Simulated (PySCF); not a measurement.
## Frontier orbitals and the lowest excitations

C3H10ClFSi2.
Geometry (GFN2-xTB, Å), atoms numbered from 1 in this order:
```xyz
17
C3H10ClFSi2 angstrom
F      3.2705   -0.0630    1.0885
C      2.6755    0.9404    0.3772
Cl     3.0759    0.7106   -1.3447
Si     0.7538    0.8991    0.5930
C      0.1950   -0.8212    0.0308
C     -1.2853   -1.1298    0.2668
Si    -2.4884   -0.1471   -0.8304
H      3.1603    1.8677    0.6897
H      0.5169    1.1299    2.0225
H      0.2629    2.0104   -0.2207
H      0.8021   -1.5631    0.5618
H      0.4226   -0.9501   -1.0306
H     -1.4485   -2.1962    0.0882
H     -1.5249   -0.9599    1.3182
H     -2.1069   -0.3128   -2.2341
H     -3.8394   -0.6729   -0.6218
H     -2.4491    1.2699   -0.4653
```

Theory: TDDFT B3LYP/def2-SVPD, vertical, gas phase, core orbitals frozen in the response (PySCF).

Frontier orbitals with the atoms that hold most of them (Löwdin shares over 4%, at most four atoms; ? is withheld):

```
orbital  ε (eV)                              atoms
 LUMO+2    0.26   Cl3 30%, C2 15%, Si4 14%, Si7 8%
 LUMO+1    0.14  Si4 17%, Cl3 13%, C2 12%, Si7 10%
   LUMO   -0.37                                  ?
   HOMO   -7.96                                  ?
 HOMO-1   -8.39    C6 28%, C5 18%, Si7 17%, H11 8%
 HOMO-2   -8.89              Cl3 77%, C2 6%, F1 5%
 HOMO-3   -8.96    C5 23%, C6 18%, Si4 14%, Si7 9%
```

Task: Give the leading atoms of the HOMO.

Result: Cl3 (bonded to C) 45%; C2 (bonded to Cl, F, Si and H) 21%; Si4 (bonded to 2 C and 2 H) 12%; F1 (bonded to C) 9%.

Task: Which atoms hold the LUMO, and with what shares?

Result: Cl3 (bonded to C) 19%; Si4 (bonded to 2 C and 2 H) 16%; C2 (bonded to Cl, F, Si and H) 10%; Si7 (bonded to C and 3 H) 9%. By element: silicon 24%, chlorine 19%, carbon 10% or more.

Task: How does S1 compare with the orbital gap of 7.58 eV?

Result: S1 is at 6.60 eV (f = 0.033), 0.99 eV below the gap, made of HOMO→LUMO (80%), HOMO→LUMO+1 (10%), HOMO→LUMO+2 (8%). 

Task: Give energy, strength and leading configuration of S1, S2, S3 and S5, and follow the Löwdin shares of the leading atoms from the occupied to the empty orbital.

Result: 
- S1 (6.60 eV, f 0.033), HOMO→LUMO (80%): Cl3 45% → 19%, C2 21% → 10%, Si4 12% → 16%
- S2 (7.14 eV, f 0.0072), HOMO-1→LUMO (84%): C6 28% → at most 9%, C5 18% → at most 9%, Cl3 at most 8% → 19%, Si4 at most 8% → 16%
- S3 (7.18 eV, f 0.0049), HOMO→LUMO+1 (77%): Cl3 45% → 13%, C2 21% → 12%, Si4 12% → 17%
- S5 (7.49 eV, f 0.0039), HOMO-2→LUMO (78%): Cl3 77% → 19%, C2 6% → 10%, Si4 at most 4% → 16%

One conformer stands for the species.
